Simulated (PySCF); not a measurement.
**Potential energy of SmC along the bond**

Set-up: basis Sm x2c-TZVPall, C x2c-TZVPall; spin-free X2C with a Gaussian nucleus; PySCF 2.14. Energies in eV from Sm (4f6 6s2) + C in their ground configurations at the same level. State: Ms = 2 determinant of mixed spin, about 6.0 electrons in the 4f shell (Mulliken), real f orbitals that mix terms.

All columns are PBE0. A positive dipole means Sm(−)C(+).

```
R (Å)  E (eV)  μ (D)  Mulliken charge on Sm (basis-dependent)  HOMO (eV)  LUMO (eV)  Mayer bond order  ⟨S²⟩
2.042  -2.112  -2.98                                     0.48      -3.91      -2.17              1.55  8.64
2.138  -2.324  -3.07                                     0.50      -3.92      -1.97              1.33  8.75
2.232  -2.458  -3.29                                     0.51      -3.96      -1.85              1.17  8.82
2.304  -2.512  -3.52                                     0.51      -4.00      -1.87              1.08  8.85
2.375  -2.529  -3.79                                     0.52      -4.05      -1.90              1.02  8.87
2.446  -2.515  -4.08                                     0.52      -4.11      -1.93              0.97  8.88
2.541  -2.455  -4.50                                     0.53      -4.19      -1.99              0.93  8.88
2.660  -2.331  -5.04                                     0.54      -4.30      -2.07              0.88  8.88
2.803  -2.138  -5.67                                     0.55      -4.42      -2.18              0.84  8.87
2.993  -1.847  -6.45                                     0.56      -4.57      -2.31              0.79  8.84
```

A fit through these points gives, at Re = 2.376 Å, μ = -3.79 D and dμ/dR = -3.97 D/Å; the reduced mass is 11.12 u.

Problem. How strong is the fundamental in the double-harmonic approximation, I = 42.26·(dμ/dR)²/μred km/mol?

Solution. I = 42.26·(-3.97)²/11.12 = 59.9 km/mol at PBE0.

⟨S²⟩ of the unrestricted solution departs from its pure value on part of the curve, where spin states mix. Spin–orbit coupling is left out, which matters for elements this heavy, above all for dissociation energies. With d or f electrons several states lie close, and the lowest PBE0 determinant need not be the measured ground state.
